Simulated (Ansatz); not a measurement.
One change: `CB(N)N` becomes `[CH3][Al]([NH2])[NH2]`.

Ansatz, PBE0-D4/def2-TZVP geometries, multiplicity 1. Each molecule was computed in one conformer, which needn't be the lowest.

| property | `CB(N)N` |
| --- | --- |
| HOMO energy (ωB97M-V/def2-TZVPP) / eV | -9.13 |
| LUMO energy (B3LYP/def2-TZVPP) / eV | 0.52 |
| LUMO energy (PBE/def2-TZVPP) / eV | 0.10 |
| HOMO energy (B3LYP/def2-TZVPP) / eV | -6.52 |
| HOMO energy (PBE0/def2-TZVPP) / eV | -6.75 |
| HOMO–LUMO gap (PBE/def2-TZVPP) / eV | 5.45 |

Problem. Give the same properties after the change, and the shifts. (Estimate.)

Solution. Computed: 
```tsv
property	`[CH3][Al]([NH2])[NH2]`	shift
HOMO energy (ωB97M-V/def2-TZVPP) / eV	-9.14	-0.01
LUMO energy (B3LYP/def2-TZVPP) / eV	0.03	-0.49
LUMO energy (PBE/def2-TZVPP) / eV	-0.43	-0.53
HOMO energy (B3LYP/def2-TZVPP) / eV	-6.50	0.02
HOMO energy (PBE0/def2-TZVPP) / eV	-6.75	0.00
HOMO–LUMO gap (PBE/def2-TZVPP) / eV	4.91	-0.54
```

B3LYP here is the variant with VWN-RPA as its local correlation; programs differ in this.
